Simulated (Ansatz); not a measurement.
Reaction (hydrogenolysis of a C–S bond): `CC(S)BO` + H₂ → `CCBO` + H₂S

Computed with Ansatz on PBE0-D4/def2-TZVP structures; ΔE is electronic, products minus reactants. CCSD(T)/CBS adds triple-zeta CCSD(T) − MP2 to the extrapolated MP2 energy (def2 sets, frozen cores). This one scheme is used for every species. Functionals use def2-TZVPP. B3LYP here is the variant with VWN-RPA as its local correlation; programs differ in this. Each species was taken in one conformer, which may not be the lowest.

Is it downhill or uphill in electronic energy at CCSD(T)/CBS, and by how much? (Estimate.)

The calculation gave: Downhill: ΔE = -61.1 kJ/mol.

What do these levels give: r2SCAN-D4, ωB97X-V, PBE, PBE0, B3LYP, HF/def2-TZVPP, MP2/def2-TZVPP, CCSD/def2-TZVPP, CCSD(T)/def2-TZVPP, SCS-MP2/def2-QZVPP, MP2/CBS(def2), CCSD/CBS(def2)? (An estimate is asked.)

The calculation gave: r2SCAN-D4 -58.1, ωB97X-V -65.2, PBE -63.1, PBE0 -68.7, B3LYP -76.8, HF/def2-TZVPP -94.2, MP2/def2-TZVPP -55.5, CCSD/def2-TZVPP -71.4, CCSD(T)/def2-TZVPP -63.5, SCS-MP2/def2-QZVPP -61.7, MP2/CBS(def2) -53.2, CCSD/CBS(def2) -69.0 kJ/mol.

Largest T1 diagnostic among the species: 0.012.

The D4 term adds +14.1 kJ/mol with B3LYP and +7.4 kJ/mol with PBE0; it sums over pairs of atoms, weighted by their polarisabilities, and B3LYP, whose exchange is more repulsive, gets the larger term. From PBE to PBE0 (25 % exact exchange), in def2-TZVPP and without D4, ΔE moves by −5.6 kJ/mol. In def2-TZVPP, CCSD(T) changes the Hartree–Fock value by +30.7 kJ/mol (the triples alone add +7.8 kJ/mol) and MP2 by +38.7 kJ/mol.
